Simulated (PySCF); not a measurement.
[NiF6]4-: Ni(II) (d8), charge -4. The structure is a PBE0-D3(BJ)/def2-SVP, IEF-PCM water geometry optimised for multiplicity 3; coordination octahedral, point group Oh, metal–donor distances 2.08 Å.

```
7

Ni    0.0000    0.0000    0.0000
F     0.0000    2.0846    0.0000
F     0.0000   -2.0846    0.0000
F     0.0000    0.0000    2.0846
F     0.0000    0.0000   -2.0846
F     2.0846    0.0000    0.0000
F    -2.0846    0.0000    0.0000
```

Method (PySCF 2.14, density fitting): CASSCF(8,5) with orbitals averaged over all microstates of the shell, strongly contracted NEVPT2 on the averaged canonical orbitals; basis x2c-TZVPall on the metal, x2c-SVPall elsewhere; spin-free X2C; IEF-PCM water; spin-orbit coupling by state interaction with the mean-field operator over all roots.

Q: What is the ground state?

A: 3A2g (S = 1, orbital degeneracy 1), with 6.0 electrons in the lower (t2g-type) set and 2.0 in the upper (eg-type) set, by NEVPT2.

Q: Where do the spin-allowed transitions within the shell lie?

A: By NEVPT2: 3T2g at 6753 cm⁻¹ (1481 nm); 3T1g at 11673 cm⁻¹ (857 nm); 3T1g at 25134 cm⁻¹ (398 nm). All are electric-dipole forbidden at this geometry.

Q: Which is the lowest state of another spin?

A: 1Eg at 16634 cm⁻¹ by NEVPT2; CASSCF alone puts it at 18510 cm⁻¹ above the same ground state.

Q: What ligand-field parameters describe the result?

A: At CASSCF level (the NEVPT2 levels don't fit a ligand-field model well): orbital energies 0, 0, 0, 5076, 5076 cm⁻¹; 10Dq = 5076 cm⁻¹; B = 1291 cm⁻¹; C = 4771 cm⁻¹; B over its free-ion value at the same level 0.980; rms of the fit 51 cm⁻¹; ζ = 653 cm⁻¹ (free ion 660).

Q: What are the magnetic parameters?

A: The ground multiplet follows a spin Hamiltonian with S = 1, g = 2.340, 2.340, 2.340, D = 0 (spin-orbit part alone); the lowest levels hold 98 % of the spin-free ground state. μeff is 3.41 μB at 300 K and 3.31 μB at 10 K; the spin-only value is 2.83 μB.

No frequencies were computed for the optimised geometry. NEVPT2 lifts 3T2g from 5206 to 6753 cm⁻¹; on the d shell alone it tends to overshoot states that fill the eg-type orbitals.

The job took 13 s on one thread of Intel Xeon Platinum 8259CL @ 2.50GHz (shared host), with 132 basis functions and a peak of 0.57 GiB, launched as `OMP_NUM_THREADS=1 python lf_run.py task.json out`.
